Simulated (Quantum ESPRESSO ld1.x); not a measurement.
Species: Rh4+. Configuration: [Kr] 4d5.

Calculated with ld1.x of Quantum ESPRESSO 7.5: Dirac Kohn-Sham, PW91, spin-unpolarised, spherical densities, point nucleus; open shells fill j = l - 1/2 first.

Energy parts (hartree):
part                     energy
total                  -4781.93
kinetic                 4985.79
electron-nucleus      -11495.99
Hartree                 1866.14
exchange-correlation    -137.87

Orbitals (lengths in bohr, moments of r in powers of bohr; <r^-3> diverges for s and p1/2):
orbital	occ.	eigenvalue (hartree)	<r^2>	<r^-3>
1s1/2	2	-848.313	0.001438	-
2s1/2	2	-124.679	0.02368	-
2p1/2	2	-115.595	0.01777	-
2p3/2	4	-110.278	0.01911	3022
3s1/2	2	-23.9136	0.1745	-
3p1/2	2	-20.3585	0.1707	-
3p3/2	4	-19.4431	0.1801	528.3
3d3/2	4	-13.1481	0.1620	79.74
3d5/2	6	-12.9674	0.1650	75.46
4s1/2	2	-4.95941	1.055	-
4p1/2	2	-3.85969	1.218	-
4p3/2	4	-3.70818	1.282	87.67
4d3/2	4	-2.01706	1.980	8.926
4d5/2	1	-1.99728	2.013	8.411
5s1/2	0	-1.49746	5.946	-
5p1/2	0	-1.21844	7.443	-
5p3/2	0	-1.19319	7.724	14.75

The highest occupied level is 4d5/2 at -54.349 eV. Summed over all electrons, <r^2> = 22.82 bohr^2, which gives a Langevin (diamagnetic) susceptibility term of -18.1 x 10^-6 cm^3/mol.
